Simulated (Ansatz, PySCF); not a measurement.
C5H9F, SMILES C1C(C1)[C@@H](F)C. Atoms are numbered in the order given.

```xyz
15

C      1.8683     0.5735     0.4337
C      0.6082    -0.2714     0.4081
F      0.9570    -1.5683     0.0259
C     -0.4468     0.2493    -0.5300
C     -1.8747    -0.1951    -0.3692
C     -1.4843     1.2164    -0.0173
H      2.6165     0.1314     1.1085
H      2.3049     0.6352    -0.5755
H      1.6410     1.5941     0.7777
H      0.1803    -0.3449     1.4258
H     -0.0872     0.4034    -1.5536
H     -2.0998    -0.8867     0.4479
H     -2.4653    -0.3632    -1.2733
H     -1.4483     1.4904     1.0418
H     -1.8008     2.0288    -0.6763
```
Charge 0, spin multiplicity 1.

Coordinates come from a B3LYP-D3(BJ)/def2-SVP optimisation. The structure was generated by enumeration; whether it is a known compound was not checked. One conformer was computed; it need not be the lowest.

Two levels are set side by side: PBE-D3(BJ)/def2-SVP (Ansatz, a first-principles code) and B3LYP-D3(BJ)/def2-SVP (Ansatz). Each level has its own optimised geometry; the coordinates shown are those of the second. Frequencies come from the Hessian of PySCF at each geometry. Differences are taken from unrounded values.

```tsv
quantity	B3LYP-D3(BJ)
mean bond length (Å)	1.254
bond C1–C2 (Å)	1.517
bond C2–F3 (Å)	1.396
bond C2–C4 (Å)	1.505
bond C4–C5 (Å)	1.504
bond C4–C6 (Å)	1.508
bond C5–C6 (Å)	1.506
bond C1–H7 (Å)	1.100
bond C1–H8 (Å)	1.101
bond C1–H9 (Å)	1.101
bond C2–H10 (Å)	1.106
bond C4–H11 (Å)	1.096
bond C5–H12 (Å)	1.094
bond C5–H13 (Å)	1.093
bond C6–H14 (Å)	1.095
bond C6–H15 (Å)	1.093
highest harmonic wavenumber (cm⁻¹)	3220
mean harmonic wavenumber (cm⁻¹)	1462
zero-point energy (kcal/mol)	81.52
```

Problem. What does PBE-D3(BJ) give, and how far is it from B3LYP-D3(BJ)? (Estimate from the structure and the level; the computed values follow.)

Solution. 
```tsv
quantity	PBE-D3(BJ)	PBE-D3(BJ) minus B3LYP-D3(BJ)
mean bond length (Å)	1.261	0.006
bond C1–C2 (Å)	1.520	0.003
bond C2–F3 (Å)	1.403	0.007
bond C2–C4 (Å)	1.508	0.003
bond C4–C5 (Å)	1.509	0.005
bond C4–C6 (Å)	1.513	0.005
bond C5–C6 (Å)	1.509	0.003
bond C1–H7 (Å)	1.107	0.007
bond C1–H8 (Å)	1.109	0.007
bond C1–H9 (Å)	1.108	0.007
bond C2–H10 (Å)	1.116	0.010
bond C4–H11 (Å)	1.104	0.008
bond C5–H12 (Å)	1.102	0.008
bond C5–H13 (Å)	1.101	0.008
bond C6–H14 (Å)	1.102	0.008
bond C6–H15 (Å)	1.101	0.008
highest harmonic wavenumber (cm⁻¹)	3161	-59
mean harmonic wavenumber (cm⁻¹)	1424	-38
zero-point energy (kcal/mol)	79.38	-2.14
```

GGA bonds tend to be longer and softer than those of functionals with exact exchange. Differences between two approximate levels are no errors against the true value.
